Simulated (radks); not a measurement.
Q: Numerical settings for neutral arsenic, [Ar] 3d10 4s2 4p3. All-electron calculation, Dirac Kohn-Sham, LDA (Slater exchange, Perdew-Wang correlation), spin-unpolarised, spherical densities, point nucleus; open shells are shared between the two j in proportion to 2j + 1. Program: a radial shooting solver on a logarithmic mesh with Libxc functionals. The defaults (mesh step 0.008 in ln r, mesh end at 40 bohr or more with all orbitals vanishing there, Anderson mixing 0.5 over 9 steps, residual threshold near 1e-9 with the energy settled to 1e-9 hartree or 1e-11 of itself, here a cap of 77 iterations) give E = -2257.8747 hartree and 4p3/2 at -5.250 eV in 15 iterations. Run on one thread of a shared host, so times are rough (Intel(R) Xeon(R) 6975P-C): 0.09 s of CPU time, 0.09 s wall, 15 iterations on 2669 mesh points. One setting is changed at a time: mesh step in ln r 0.02; mesh step in ln r 0.005; mesh step in ln r 0.003; mesh end (bohr) 12; mesh end (bohr) 5; residual threshold 1e-05; residual threshold 0.1; mixing 0.05; linear mixing, mixing 1; linear mixing, mixing 0.8; mixing history 2; iteration cap 2. Which runs fail to converge, and which converge to a wrong energy?

A: Not converged within the cap: linear mixing, mixing 1; linear mixing, mixing 0.8; iteration cap 2. Settings that end as converged yet miss the energy by more than 1 mhartree: mesh end (bohr) 5 (+0.0855 hartree).
